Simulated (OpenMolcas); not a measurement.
Si: Slater's ratio, the spin-orbit constant, thermal populations, worked from levels

```
Program             : OpenMolcas
Basis               : ANO-RCC-VQZP [6s5p3d2f1g]
Scalar Hamiltonian  : DKH2, point nucleus
Active space        : 4 electrons in 9 orbitals (RAS2 3s 3p; RAS3 3d, at most 2 electrons)
State averaging     : 2S+1 = 3 even, 3 roots; 2S+1 = 1 even, 6 roots; 2S+1 = 5 odd, 1 root; 2S+1 = 3 odd, 8 roots; 2S+1 = 1 odd, 5 roots
Spin-orbit coupling : state interaction with AMFI integrals over the reference wave functions, term energies averaged over their components
```

Methods: RASSCF; SS-RASPT2, IPEA 0.25 Eh, imaginary shift 0.1 Eh (closed shells correlated: 2s 2p). Measured levels: NIST Handbook of Basic Atomic Spectroscopic Data.

**Slater's ratio.** With one set of orbitals, p2 has 1D - 3P = 6 F2 and 1S - 1D = 9 F2 (F2 = F²/25), a ratio of 3/2. Term energies are centres of gravity, weighted by 2J + 1.

| Source | 1D - 3P | 1S - 3P | F2 from the first | Ratio |
| --- | --- | --- | --- | --- |
| RASSCF | 8561 | 19303 | 1427 | 1.255 |
| SS-RASPT2 | 6097 | 15352 | 1016 | 1.518 |
| measured | 6149 | 15245 | 1025 | 1.479 |

Energies in cm-1. A ratio away from 3/2 shows effects beyond one configuration with one set of orbitals, and in heavier atoms second-order spin-orbit shifts.

**The spin-orbit constant.** For the Hund term 3P of p2, E(J) = (A/2) J(J+1) + constant and ζ = 2S·A = 2A. From J = 0 to J = 2 the energy changes by 3 A.

```tsv
Source	E(2) - E(0)	A	ζ
RASSCF	195.9	65.3	131
SS-RASPT2	195.9	65.3	131
measured	223.2	74.4	149
```

All in cm-1. SS-RASPT2 is off by -12.2 % and RASSCF by -12.2 %. Both methods take the spin-orbit matrix elements from the reference wave functions, so the second can move ζ only through the term energies and any multistate remixing. Second-order mixing with other terms is absorbed into this ζ.

**Thermal populations.** Z = Σ (2J + 1) exp(-E/kT) with k = 0.695035 cm-1/K, over the levels below. No other level of either list lies under 39600 cm-1, which is above 7 kT at each temperature.

```tsv
Level	2J + 1	SS-RASPT2	measured
3s2 3p2 3P0	1	0.0	0.0
3s2 3p2 3P1	3	67.2	77.1
3s2 3p2 3P2	5	196	223
3s2 3p2 1D2	5	6230	6299
3s2 3p2 1S0	1	15480	15394
3s 3p3 5S* 2	5	31850	33326
```

```
T (K)  Z, SS-RASPT2  Z, measured levels  Ground level (%), SS-RASPT2  Ground level (%), measured levels
 3000         8.709               8.628                         11.5                               11.6
 5000         9.513               9.452                         10.5                               10.6
 8000        10.500              10.448                          9.5                                9.6
```

At 8000 K, kT = 5560 cm-1, and the computed levels give Z = 1.000 + 2.964 + 4.827 + 1.631 + 0.062 + 0.016 = 10.500.

CASPT2 breaks the degeneracy within a term, and the mean is taken; among the terms shown or strongly mixed into the levels shown the widest spread is 19 cm-1 (3s2 3p2 1D, SS-RASPT2). The run also gave levels led by 3s2 3p 3d, which use shells meant for correlation; these and all levels above them are left out. Some terms mix strongly with configurations of 3d, whose occupation reaches 0.32 (3s 3p3 3D*). Without dynamic correlation excited terms often stand tens of per cent too high (terms of higher spin than the ground term too low), and those without a measured partner can miss by more than the paired ones (holds for RASSCF). Computed and measured levels are paired by configuration, term and J; levels that our copy of the source lacks, or whose pairing is in doubt (as where it misses far off the trend of its configuration), stay unpaired and out of the deviations. Levels of configurations outside the active space are missing.

* marks odd parity.
